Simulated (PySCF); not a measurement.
Stretching LiGe⁺

Set-up: basis Li jorge-DZP-DKH, Ge jorge-DZP-DKH; spin-free X2C with a Gaussian nucleus; PySCF 2.14. Energies in eV from Li⁺ + Ge in their ground configurations at the same level. State: ³Π (triplet), unpaired electrons σ ↑, π ↑.

All columns are PW91. A positive dipole points towards Ge; it is taken about the centre of mass and depends on that origin.

| R (Å) | E (eV) | μ (D) | Mulliken charge on Li (basis-dependent) | HOMO (eV) | LUMO (eV) | Mayer bond order | ⟨S²⟩ |
| --- | --- | --- | --- | --- | --- | --- | --- |
| 2.478 | -0.787 | -7.51 | 0.36 | -9.84 | -9.74 | 0.90 | 2.00 |
| 2.593 | -0.868 | -7.92 | 0.43 | -9.69 | -9.59 | 0.83 | 2.00 |
| 2.708 | -0.913 | -8.34 | 0.48 | -9.55 | -9.45 | 0.77 | 2.00 |
| 2.795 | -0.929 | -8.67 | 0.51 | -9.45 | -9.35 | 0.72 | 2.00 |
| 2.881 | -0.933 | -8.99 | 0.54 | -9.36 | -9.26 | 0.69 | 2.00 |
| 2.967 | -0.929 | -9.32 | 0.56 | -9.27 | -9.16 | 0.65 | 2.00 |
| 3.083 | -0.912 | -9.77 | 0.59 | -9.15 | -9.04 | 0.61 | 2.00 |
| 3.227 | -0.879 | -10.33 | 0.62 | -9.01 | -8.90 | 0.57 | 2.00 |
| 3.400 | -0.828 | -11.02 | 0.65 | -8.85 | -8.75 | 0.53 | 2.00 |
| 3.630 | -0.753 | -11.95 | 0.68 | -8.66 | -8.55 | 0.49 | 2.00 |

A fit through these points gives, at Re = 2.875 Å, μ = -8.97 D and dμ/dR = -3.80 D/Å; the reduced mass is 6.408 u.

Q: How strong is the fundamental in the double-harmonic approximation, I = 42.26·(dμ/dR)²/μred km/mol?

A: I = 42.26·(-3.80)²/6.408 = 95.2 km/mol at PW91.

Spin–orbit coupling is left out. For an ion De counts to the pair picked by the measured ionisation energies or electron affinities, which need not be the lowest pair at this level. The state was picked by a PBE0 search and need not be the measured ground state.
